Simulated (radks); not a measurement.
Ce LIII, 6 electrons, occupied as [He] 2s2 2p2.

All-electron calculation, scalar-relativistic Kohn-Sham, PBEsol, spin-polarised, spherical densities, finite nucleus; open shells are filled with parallel spins first (spin-orbit coupling, left out, can overturn this in heavy ions); Fermi nuclear charge, rms radius 4.8771 fm. Program: a radial shooting solver on a logarithmic mesh with Libxc functionals.

Energy parts (Ry):
total: -10170.0988
kinetic: 11061.3577
electron-nucleus: -21623.6416
Hartree: 521.0824
exchange-correlation: -128.8973

Orbitals (lengths in bohr, moments of r in powers of bohr; <r^-3> diverges for s and p1/2):
\begin{tabular}{lrrrrrr}
orbital & occ. & eigenvalue (Ry) & <r^-3> & <r^4> & <1/r> & <r^2> \\ \hline
1s up & 1 & -3318.758 & - & 1.748e-06 & 63.44 & 0.0008161 \\
1s down & 1 & -3316.491 & - & 1.743e-06 & 63.47 & 0.0008148 \\
2s up & 1 & -784.1847 & - & 0.0002384 & 15.31 & 0.01193 \\
2s down & 1 & -780.3184 & - & 0.0002408 & 15.27 & 0.01199 \\
2p up & 2 & -743.8395 & 8870 & 0.0001641 & 14.46 & 0.009263 \\
2p down & 0 & -739.1662 & 8833 & 0.0001664 & 14.43 & 0.009320 \\
\end{tabular}

The highest occupied level is 2p up at -10120.5 eV. Spin moment in Bohr magnetons: 2.
